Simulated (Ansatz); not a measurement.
Species, as SMILES: [GaH] (GaH) (closed-shell singlet).
Atoms: Ga1, H2. Bonds: Ga1-H2.

Basis-set convergence of the optimised Ga1-H2 bond length at MP2 with Ansatz (an electronic-structure program). The reference of a correlated method is not its basis-set limit, which lies further on. All functions are spherical. Cores are frozen (with 3d on Ga to Br). No added dispersion term, no relativity. Reference: the value in aug-cc-pV5Z, 1.6770 Å, itself unsure by roughly 0.0023 Å (its mean distance from pcseg-4, aug-pcseg-3, aug-cc-pVQZ). Deviations are taken from unrounded values.

| basis | functions | optimised Ga1-H2 bond length (Å) | minus reference (Å) |
|---|---|---|---|
| STO-3G | 19 | 1.3638 | -0.3132 |
| aug-cc-pVDZ | 45 | 1.6847 | 0.0078 |
| aug-pcseg-1 | 45 | 1.6710 | -0.0060 |
| cc-pVTZ | 57 | 1.6777 | 0.0007 |
| def2-TZVPP | 62 | 1.6791 | 0.0021 |
| def2-TZVPD | 63 | 1.6786 | 0.0016 |
| def2-TZVPPD | 71 | 1.6790 | 0.0020 |
| def2-QZVPPD | 128 | 1.6758 | -0.0012 |
| pcseg-4 | 172 | 1.6723 | -0.0047 |
